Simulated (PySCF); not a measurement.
# How the functional moves excitation energies

Compound: pentachloroethane, C2HCl5.
Atom-mapped SMILES: `[Cl:1][CH:2]([Cl:3])[C:4]([Cl:5])([Cl:6])[Cl:7]` (hydrogens: H8 on C2)

Linear-response calculations in the def2-SVPD basis (PySCF; singlets by full response, triplets Tamm–Dancoff, core orbitals frozen in the response; HF means time-dependent Hartree–Fock). 'Strongest' is the level of largest summed f among the singlets computed (10 roots, of which the last may lack a degenerate partner); it can jump between rows when another state enters that window. S1 is the lowest singlet of each run and needn't be the same state throughout; f(S1) is that of one state. Geometry: PBE0-D3(BJ)/def2-SVP; no solvent, vibrations or thermal averaging.

| functional | kind | S1 (eV) | f(S1) | strongest (eV) | T1 (eV) | HOMO (eV) | gap (eV) | ionisation energy, ΔSCF (eV) |
| --- | --- | --- | --- | --- | --- | --- | --- | --- |
| LDA | LDA | 5.33 | 0.000 | 5.79 | 5.15 | -7.57 | 5.23 | 10.22 |
| PBE | GGA | 5.35 | 0.000 | 5.87 | 5.13 | -7.46 | 5.27 | 10.08 |
| B3LYP | global hybrid, 20% exact exchange | 6.12 | 0.001 | 6.49 | 5.63 | -8.58 | 7.18 | 10.60 |
| PBE0 | global hybrid, 25% exact exchange | 6.32 | 0.001 | 6.70 | 5.73 | -8.87 | 7.71 | 10.74 |
| BHandHLYP | global hybrid, 50% exact exchange | 6.81 | 0.001 | 7.23 | 6.08 | -10.13 | 10.06 | 11.19 |
| CAM-B3LYP | range-separated hybrid | 6.54 | 0.001 | 6.97 | 5.88 | -10.22 | 10.21 | 11.11 |
| wB97X-D | range-separated hybrid | 6.56 | 0.001 | 7.00 | 5.94 | -10.74 | 11.38 | 11.10 |
| HF | Hartree–Fock | 7.53 | 0.000 | 7.84 | 6.57 | -12.17 | 14.27 | not settled |

What does LC-wPBE (range-separated hybrid) give?

S1 (eV) 6.85, f(S1) 0.000, strongest (eV) 7.21, T1 (eV) 6.05, HOMO (eV) -11.67, gap (eV) 12.86, ionisation energy, ΔSCF (eV) 11.63. S1 runs from 5.33 eV (LDA) to 7.53 eV (HF), a spread of 2.20 eV, while the orbital gap spreads over 9.0 eV. Along PBE (0%), B3LYP (20%), PBE0 (25%), BHandHLYP (50%), HF (100%) S1 rises with the share of exact exchange. −ε(HOMO) comes closest to its own ΔSCF ionisation energy with LC-wPBE (+0.04 eV) and misses most with LDA (-2.65 eV). 'Not settled' means that the ion's SCF failed to converge or may have ended in another state than the lowest.
